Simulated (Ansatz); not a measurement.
Geometry optimisation, RKS revPBE/STO-3G in Ansatz 0.2.0.

input.yaml

```yaml
crystal:
  periodic: [false, false, false]
  atoms:
    - { symbol: Si, position_ang: [-0.843467, 0.508118, -0.155565] }
    - { symbol: "N", position_ang: [-0.173795, -0.670736, 1.052054] }
    - { symbol: F, position_ang: [-2.494069, 0.57299, -0.273819] }
    - { symbol: F, position_ang: [-0.281075, 2.030454, 0.137828] }
    - { symbol: F, position_ang: [-0.325209, -0.024758, -1.660075] }
    - { symbol: H, position_ang: [1.867046, -0.592044, -0.048557] }
    - { symbol: O, position_ang: [2.116785, 0.022991, -0.813639] }
    - { symbol: H, position_ang: [-0.849774, -1.497305, 1.11921] }
    - { symbol: H, position_ang: [-0.255684, -0.227788, 2.018619] }
    - { symbol: H, position_ang: [1.239242, -0.122024, -1.376055] }
basis:
  gaussian: { orbitals: STO-3G }
hamiltonian:
  xc: revpbe
relax:
  f_tol: 0.03
  max_steps: 50
```

Run as:

```bash
$ ansatz run input.yaml --threads 1 --pin off --max-ram 2048MiB --backend cpu --events-out ev --progress --plain --runs-dir out
```

**Question.** Where does it end, and by what steps?

**Answer.** It converged. The force dipped under the threshold on the way, but the program's further checks kept it going. Limits of this set-up: minimal basis. After 18 steps the energy has fallen by 0.081 eV; O7 moved furthest, 0.85 Å.

| step | energy less start (eV) | largest force component (eV/Å) | accepted |
| --- | --- | --- | --- |
| 0 | 0.0000 | 1.024 | yes |
| 1 | -0.0210 | 0.129 | yes |
| 2 | -0.0239 | 0.243 | yes |
| 3 | -0.0284 | 0.197 | yes |
| 4 | -0.0261 | 1.227 | no |
| 5 | -0.0382 | 0.231 | yes |
| 6 | -0.0464 | 0.434 | yes |
| 7 | -0.0611 | 0.111 | yes |
| 8 | -0.0696 | 0.145 | yes |
| 9 | -0.0768 | 0.063 | yes |
| 10 | -0.0743 | 0.438 | no |
| 11 | -0.0757 | 0.433 | no |
| 12 | -0.0779 | 0.022 | yes |
| 13 | -0.0771 | 0.163 | no |
| 14 | -0.0790 | 0.047 | yes |
| 15 | -0.0795 | 0.095 | yes |
| 16 | -0.0798 | 0.065 | yes |
| 17 | -0.0803 | 0.039 | yes |
| 18 | -0.0807 | 0.027 | yes |

```xyz
10
Properties=species:S:1:pos:R:3
Si -0.921 0.643 -0.136
N -0.040 -0.456 1.000
F -2.409 0.070 -0.560
F -1.040 2.171 0.471
F -0.020 0.724 -1.534
H 1.571 -0.906 -0.054
O 2.084 -0.813 -0.960
H -0.665 -1.287 1.231
H 0.064 0.032 1.942
H 1.376 -0.178 -1.397
```

Whether the end is a true minimum wasn't checked by a vibrational analysis.

The run took 48 s on 1 thread of Arm Neoverse V2, on a shared host, peak memory 0.15 GiB.
